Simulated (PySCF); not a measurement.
**Computed properties of Si(H)(F)(Et)(OH) (C2H7FOSi), SMILES O[SiH](CC)F**

Si(H)(F)(Et)(OH) (C₂H₇FOSi), SMILES CC[SiH](O)F. Coordinates come from a PBE0-D3(BJ)/def2-SVP optimisation. This is a generated structure with no PubChem entry under its InChIKey; it may be hypothetical. The values are those of a single conformer. All values are computed for the isolated molecule unless a solvent is named; none is compared with measurement here.

**Structure.** All 30 harmonic modes at PBE0-D3(BJ)/def2-SVP (PySCF) are real, so it is a minimum. With heavy atoms numbered as in [SiH:1]([OH:2])([F:3])[CH2:4][CH3:5], the shortest bond between them is C4–C5 at 1.527 Å and the longest Si1–C4 at 1.864 Å.

**Vibrations.** The strongest infrared lines (harmonic, unscaled, degenerate partners summed) lie at 868 cm⁻¹ (268 km/mol, H 55 %, Si 24 %, F 12 %), 2298 cm⁻¹ (125 km/mol, H 97 %), 937 cm⁻¹ (108 km/mol, H 35 %, Si 29 %, O 20 %, F 13 %). The softest mode is at 70 cm⁻¹ and the zero-point energy is 57.6 kcal/mol.

**Electronic structure.** CAM-B3LYP/def2-TZVP (PySCF) places the frontier levels at -9.90 and 1.37 eV, a gap of 11.27 eV, and gives a dipole moment of 2.26 D and a mean polarisability of 50.6 bohr³. PBE/def2-TZVP (PySCF) at the same geometry gives -7.08 and -0.27 eV, so its gap is 4.46 eV narrower. An orbital gap is neither the optical nor the fundamental gap.

**Excitations.** TDA-ωB97X/def2-SVPD (PySCF) has S1 at 8.26 eV (150 nm, f = 0.017, weak); the most intense of the 10 singlets computed lies at 9.78 eV (f = 0.17). T1 (TDA) is at 7.99 eV, 0.27 eV under S1. TDA-PBE/def2-SVPD (PySCF) puts S1 at 6.64 eV. No vertical singlet excitation falls in the visible range (under 3.1 eV).

**NMR.** GIAO shifts at PBE0/pcSseg-1 (PySCF) (non-relativistic, atoms alike by connectivity averaged): ¹³C from 8.6 to 12.0 ppm against TMS; ¹H from 0.8 to 5.0 ppm against TMS; ²⁹Si at -0.6 ppm against TMS; ¹⁹F at -156.4 ppm against CFCl3.
